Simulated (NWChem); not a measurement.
System meant: SnH₄S₃; SMILES [SH][SnH]([SH])[SH]

NWChem input:

```
start job
memory heap 200 mb stack 900 mb global 1100 mb
geometry units angstroms noautoz
  Sn    -0.031840    -0.029303     0.613925
  S     -2.033560     1.229212     0.090072
  S     -0.189216    -2.185976    -0.476669
  S      1.867107     1.150721    -0.317029
  H      0.140942    -0.216714     2.304019
  H     -2.370861     0.352180    -0.881815
  H      0.684058    -1.802579    -1.434734
  H      1.056617     1.938587    -1.058557
end
basis spherical
  * library def2-svp
end
dft
  xc xpbe96 cpbe96
  iterations 150
  mulliken
end
task dft energy
```

End of the output:

```
             Grid Information
             ----------------
          Grid used for XC integration:  medium
          Radial quadrature: Mura-Knowles
          Angular quadrature: Lebedev.
          Tag              B.-S. Rad. Rad. Pts. Rad. Cut. Ang. Pts.
          ---              ---------- --------- --------- ---------
          Sn                  1.45      123           9.0       590
          S                   1.00       88          11.0       590
          H                   0.35       45          11.0       434
          Grid pruning is: on
          Number of quadrature shells:   301
          Spatial weights used:  Erf1

          Convergence Information
          -----------------------
          Convergence aids based upon iterative change in
          total energy or number of iterations.
          Levelshifting, if invoked, occurs when the
          HOMO/LUMO gap drops below (HL_TOL):  1.00D-02
          DIIS, if invoked, will attempt to extrapolate
          using up to (NFOCK): 10 stored Fock matrices.

                    Damping( 0%)  Levelshifting(0.5)       DIIS
                  --------------- ------------------- ---------------
          dE  on:    start            ASAP                start
          dE off:    2 iters        150 iters           150 iters

      Screening Tolerance Information
      -------------------------------
          Density screening/tol_rho:  1.00D-10
          AO Gaussian exp screening on grid/accAOfunc:  14
          CD Gaussian exp screening on grid/accCDfunc:  20
          XC Gaussian exp screening on grid/accXCfunc:  20
          Schwarz screening/accCoul:  1.00D-08

      Superposition of Atomic Density Guess
      -------------------------------------

      charge =      50.0 Sn (Tin)

      symmetry species            s     p     d     f
      number of basis functions =10     7     6
      number of cont. functions = 4     4     2
      number of closed shells   = 5     3     2
      number of open shells     = 0     1     0
      open shell occupation     = 0     2     0
 ------------------------------------------------------------------------
 atomscf:atomd: error in atom scf                   0
 ------------------------------------------------------------------------
 ------------------------------------------------------------------------
  current input line :
    21: task dft energy
 ------------------------------------------------------------------------
 ------------------------------------------------------------------------
 This error has not yet been assigned to a category
 ------------------------------------------------------------------------
 For more information see the NWChem manual at https://nwchemgit.github.io

0:atomscf:atomd: error in atom scf:Received an Error in Communication
```

Problem. What is wrong, and how is it mended?

Solution. The run crashed. Cause: the def2 basis of a heavy element holds valence functions alone and wants its effective core potential (without it all electrons must fit into that basis). This input runs:
```
start job
memory heap 200 mb stack 900 mb global 1100 mb
geometry units angstroms noautoz
  Sn    -0.031840    -0.029303     0.613925
  S     -2.033560     1.229212     0.090072
  S     -0.189216    -2.185976    -0.476669
  S      1.867107     1.150721    -0.317029
  H      0.140942    -0.216714     2.304019
  H     -2.370861     0.352180    -0.881815
  H      0.684058    -1.802579    -1.434734
  H      1.056617     1.938587    -1.058557
end
basis spherical
  Sn library def2-svp
  S library def2-svp
  H library def2-svp
end
ecp
  Sn library def2-ecp
end
dft
  xc xpbe96 cpbe96
  iterations 150
  mulliken
end
task dft energy
```
It converges to -1410.44876 Ha (PBE/def2-SVP with def2 effective core potentials on Sn).
